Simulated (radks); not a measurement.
Species: the tin ion Sn+. Configuration: [Kr] 4d9 5s2 5p2 (not the ground configuration).

All-electron calculation, scalar-relativistic Kohn-Sham, LDA (Slater exchange, Perdew-Wang correlation), spin-polarised, spherical densities, finite nucleus; open shells are filled with parallel spins first (spin-orbit coupling, left out, can overturn this in heavy ions); Fermi nuclear charge, rms radius 4.6519 fm. Program: a radial shooting solver on a logarithmic mesh with Libxc functionals.

Energy parts (eV):
| part | energy |
|---|---|
| total | -167908.858 |
| kinetic | 175257.729 |
| electron-nucleus | -405452.618 |
| Hartree | 66606.972 |
| exchange-correlation | -4320.942 |

Orbitals (lengths in bohr, moments of r in powers of bohr):
| orbital | occ. | eigenvalue (eV) | <r^2> | <1/r> |
|---|---|---|---|---|
| 1s up | 1 | -28994.42 | 0.001145 | 53.03 |
| 1s down | 1 | -28994.36 | 0.001145 | 53.03 |
| 2s up | 1 | -4392.264 | 0.01861 | 12.10 |
| 2s down | 1 | -4391.971 | 0.01861 | 12.10 |
| 2p up | 3 | -3947.199 | 0.01468 | 11.64 |
| 2p down | 3 | -3946.945 | 0.01467 | 11.64 |
| 3s up | 1 | -860.1193 | 0.1321 | 4.295 |
| 3s down | 1 | -859.8871 | 0.1321 | 4.295 |
| 3p up | 3 | -714.6625 | 0.1327 | 4.092 |
| 3p down | 3 | -714.4115 | 0.1326 | 4.092 |
| 3d up | 5 | -490.0602 | 0.1176 | 3.864 |
| 3d down | 5 | -489.7514 | 0.1176 | 3.864 |
| 4s up | 1 | -149.2849 | 0.7513 | 1.707 |
| 4s down | 1 | -148.3085 | 0.7509 | 1.708 |
| 4p up | 3 | -104.9321 | 0.8832 | 1.553 |
| 4p down | 3 | -103.9416 | 0.8823 | 1.554 |
| 4d up | 5 | -40.4268 | 1.349 | 1.248 |
| 4d down | 4 | -39.3798 | 1.341 | 1.250 |
| 5s up | 1 | -21.0153 | 5.443 | 0.5898 |
| 5s down | 1 | -19.5728 | 5.481 | 0.5903 |
| 5p up | 2 | -12.5992 | 8.186 | 0.4762 |
| 5p down | 0 | -11.2160 | 8.561 | 0.4692 |

The highest occupied level is 5p up at -12.599 eV. The density falls to 0.001 e/bohr^3 at r = 4.30 bohr.
